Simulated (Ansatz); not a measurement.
Li7H6 (the lowest doublet isomer of a short search) was relaxed with PBE-D4 (def2-TZVP) in Ansatz in these states: neutral doublet, neutral quartet. The geometries follow in no particular order.

A:

```xyz
13

Li    0.7749   -1.0874   -0.4377
Li   -0.1996   -2.8970    1.0474
Li    1.4677    1.5914    0.6621
Li   -1.9856   -1.0231    0.1042
Li   -0.3889    1.5329   -1.2393
Li   -1.0317    1.6599    1.6237
Li    0.5359   -0.6550    2.4202
H     1.1934   -1.7856    1.2282
H     1.0715    0.6408   -0.7763
H    -0.7604   -2.1440   -0.4700
H    -0.8279    1.2207   -3.1110
H     0.5709    1.0776    2.1209
H    -0.4202    1.8688   -3.1725
```

B:

```xyz
13

Li   -0.5597   -1.9069   -0.7280
Li    0.5305   -1.3444    1.3820
Li    0.7048   -0.0382   -1.8202
Li   -1.0354    0.4821    1.7826
Li   -1.8508    0.2337   -0.5744
Li    0.3134    1.9130    0.2284
Li    2.0956    0.1535    0.2567
H     1.1668   -1.3149   -0.3947
H    -0.9908   -0.6057   -1.9064
H    -1.2351   -1.0609    0.7716
H     0.8022    0.5196    1.5271
H     1.5015    1.3283   -0.9820
H    -1.4429    1.6408    0.4574
```

**Question.** Judge from the bond lengths which geometry belongs to which state (an estimate).

**Answer.** A is the neutral quartet (Li7–H11 5.998 Å, Li2–H11 5.886 Å, Li6–H13 4.840 Å); B is the neutral doublet (Li7–H11 1.850 Å, Li2–H11 1.889 Å, Li6–H13 1.792 Å).

In the quartet, H11 and H13 lie 0.77 Å apart (atoms count from 1), so H2 has formed as a molecule.
